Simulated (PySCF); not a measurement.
CH₅Ge₂N, SMILES [GeH2]1[CH]=[N][GeH2]1. Atoms are numbered in the order given.

```xyz
9

C     -1.5804    -0.4897     0.0000
N     -1.5456     0.7875     0.0000
Ge     0.3339     1.2111     0.0000
Ge     0.2902    -1.2563     0.0000
H     -2.5477    -1.0297     0.0000
H      0.7257     2.0149    -1.2602
H      0.7257     2.0149     1.2602
H      0.7136    -2.0642    -1.2525
H      0.7136    -2.0642     1.2525
```

Coordinates come from a B3LYP-D3(BJ)/def2-SVP optimisation. This is a generated structure with no PubChem entry under its InChIKey; it may be hypothetical.

Computed with PySCF with PBE/def2-TZVP.

The total energy is -4249.11368 hartree and the point group comes out as Cs. The highest occupied level comes out as -5.37 eV and the lowest empty level is -1.98 eV. The orbital gap is 3.39 eV, the dipole moment comes out as 0.322 e·Å and the quadrupole, principal values (traceless, Buckingham form, about the centre of nuclear charge) is -6.60, 0.48, 6.12 D·Å. The mean static polarisability is 83.7 bohr³ (12.41 Å³) and the polarisability, principal values comes out as 66.2, 78.5, 106.4 bohr³.
